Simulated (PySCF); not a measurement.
## Mayer bond orders and bond lengths

Species: methyl pivalate, C₆H₁₂O₂.
SMILES with atom numbers: `[CH3:1][O:2][C:3](=[O:4])[C:5]([CH3:6])([CH3:7])[CH3:8]` (hydrogens: H9, H10, H11 on C1; H12, H13, H14 on C6; H15, H16, H17 on C7; H18, H19, H20 on C8)

Structure used (GFN2-xTB), in Å, numbered top down from 1:
```
atom  x, y, z in Å
C1     2.849    0.296   -0.815
O2     1.613    0.308   -0.119
C3     0.549   -0.143   -0.798
O4     0.615   -0.537   -1.932
C5    -0.720   -0.085    0.045
C6    -0.966    1.372    0.451
C7    -0.513   -0.949    1.293
C8    -1.892   -0.613   -0.780
H9     3.107   -0.722   -1.115
H10    2.787    0.920   -1.710
H11    3.592    0.691   -0.126
H12   -1.870    1.439    1.052
H13   -1.091    1.998   -0.431
H14   -0.129    1.751    1.032
H15   -1.408   -0.925    1.910
H16   -0.315   -1.982    1.014
H17    0.326   -0.580    1.877
H18   -2.807   -0.579   -0.195
H19   -2.024   -0.012   -1.677
H20   -1.707   -1.639   -1.088
```

Bond orders from the PBE0/pcSseg-1 density (PySCF). One conformer (not necessarily the lowest) at the GFN2-xTB geometry, without solvent, vibrations or thermal averaging.

**Question.** Where do the orders between heavy atoms depart from those drawn in the SMILES?

**Answer.** The largest departure is 0.122, at C1–O2 (drawn single, 0.878) and C3–C5 (drawn single, 0.878). Drawn single, order below 0.88: C1–O2 (0.878) and C3–C5 (0.878).

**Question.** Set the Mayer orders of the bonds beside their lengths.

**Answer.** 
| bond | drawn as | length (Å) | Mayer order |
| --- | --- | --- | --- |
| C1–O2 | single | 1.420 | 0.878 |
| O2–C3 | single | 1.341 | 1.077 |
| C3–O4 | double | 1.202 | 1.960 |
| C3–C5 | single | 1.525 | 0.878 |
| C5–C6 | single | 1.532 | 1.003 |
| C5–C7 | single | 1.532 | 1.003 |
| C5–C8 | single | 1.528 | 1.041 |
| C1–H9 | single | 1.092 | 0.965 |
| C1–H10 | single | 1.092 | 0.965 |
| C1–H11 | single | 1.087 | 0.968 |
| C6–H12 | single | 1.088 | 0.962 |
| C6–H13 | single | 1.088 | 0.964 |
| C6–H14 | single | 1.087 | 0.958 |
| C7–H15 | single | 1.088 | 0.962 |
| C7–H16 | single | 1.088 | 0.964 |
| C7–H17 | single | 1.087 | 0.958 |
| C8–H18 | single | 1.087 | 0.960 |
| C8–H19 | single | 1.087 | 0.958 |
| C8–H20 | single | 1.087 | 0.958 |

Bonds between the same two heavy elements. C–O: lowest C1–O2 (0.878, 1.420 Å), highest C3–O4 (1.960, 1.202 Å). C–C: lowest C3–C5 (0.878, 1.525 Å), highest C5–C8 (1.041, 1.528 Å); in 2 of the 6 pairs the longer bond (by over 0.003 Å) has the higher order (by 0.02 or more).

**Question.** Sum the orders of all bonds at each heavy atom with more than one neighbour and set the sums beside the valence in the SMILES.

**Answer.** C1 3.776 (drawn 4), O2 1.955 (drawn 2), C3 3.915 (drawn 4), C5 3.925 (drawn 4), C6 3.887 (drawn 4), C7 3.887 (drawn 4), C8 3.917 (drawn 4). Orders between atoms that aren't bonded are not in these sums.

The Mayer order sums products of elements of PS (density times overlap matrix) between the two atoms' basis functions, so it depends on the basis set.
